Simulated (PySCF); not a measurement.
Potential energy of KBe along the bond

Set-up: PySCF, no relativity, basis sets K pcseg-2, Be pcseg-2. Energies in eV from K + Be in their ground configurations at the same level. State: ²Σ⁺ (doublet), unpaired electrons σ ↑.

All columns are PBE0. A positive dipole means K(−)Be(+).

| R (Å) | E (eV) | μ (D) | Mulliken charge on K (basis-dependent) | HOMO (eV) | LUMO (eV) | Mayer bond order | ⟨S²⟩ |
| --- | --- | --- | --- | --- | --- | --- | --- |
| 2.935 | -0.155 | -3.55 | 0.19 | -2.95 | -1.11 | 0.78 | 0.77 |
| 3.072 | -0.228 | -3.66 | 0.19 | -2.97 | -1.14 | 0.74 | 0.77 |
| 3.208 | -0.267 | -3.71 | 0.19 | -2.99 | -1.17 | 0.70 | 0.77 |
| 3.311 | -0.280 | -3.71 | 0.18 | -3.00 | -1.20 | 0.67 | 0.77 |
| 3.413 | -0.283 | -3.69 | 0.18 | -3.01 | -1.23 | 0.64 | 0.77 |
| 3.515 | -0.278 | -3.66 | 0.17 | -3.02 | -1.26 | 0.61 | 0.77 |
| 3.652 | -0.265 | -3.58 | 0.17 | -3.04 | -1.29 | 0.56 | 0.77 |
| 3.823 | -0.240 | -3.44 | 0.15 | -3.05 | -1.33 | 0.50 | 0.77 |
| 4.027 | -0.207 | -3.23 | 0.14 | -3.06 | -1.36 | 0.44 | 0.76 |
| 4.300 | -0.162 | -2.90 | 0.12 | -3.06 | -1.40 | 0.35 | 0.76 |

A fit through these points gives, at Re = 3.397 Å, μ = -3.70 D and dμ/dR = 0.248 D/Å; the reduced mass is 7.319 u.

Task: How strong is the fundamental in the double-harmonic approximation, I = 42.26·(dμ/dR)²/μred km/mol?

Result: I = 42.26·(0.248)²/7.319 = 0.355 km/mol at PBE0.

The bond is weak. Basis-set superposition, not corrected here, can be much of De in a small basis, most of all at correlated wavefunction levels. Functionals without a dispersion term scatter widely for such bonds, and LDA overbinds them. The state is the lowest determinant that a PBE0 search found; another state may lie lower at other levels.
